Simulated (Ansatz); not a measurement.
Mulliken charges of CH4ClSSi (`C[SiH]([S])Cl`) radical from PBE/def2-TZVPP in Ansatz (PBE0-D4/def2-TZVP geometry).

```
atom   x (Å)   y (Å)   z (Å)  charge (e)
  C1  -0.162   1.004  -0.150      -0.366
 Si2   0.068  -0.811   0.179       0.450
  S3   2.015  -1.164   0.922      -0.181
 Cl4  -0.334  -1.843  -1.558      -0.226
  H5  -1.167   1.175  -0.543       0.125
  H6  -0.033   1.575   0.771       0.123
  H7   0.561   1.355  -0.888       0.121
  H8  -0.855  -1.347   1.210      -0.047
```

Problem. By hand: the dipole of these point charges (1 e Å = 4.8032 D).

Solution. Σ q r = (-0.241, 0.463, 0.183) e Å, of length 0.553 e Å = 2.66 D.

Problem. How does the dipole of the full density compare? (Estimate.)

Solution. The calculation gave: (-0.163, 0.365, 0.099) e Å, 1.98 D; the point charges give 1.34 times that, at 6° from its direction.

Point charges leave out the atoms' own dipoles, such as those of lone pairs, and Mulliken's split depends on the basis, so the two needn't agree.
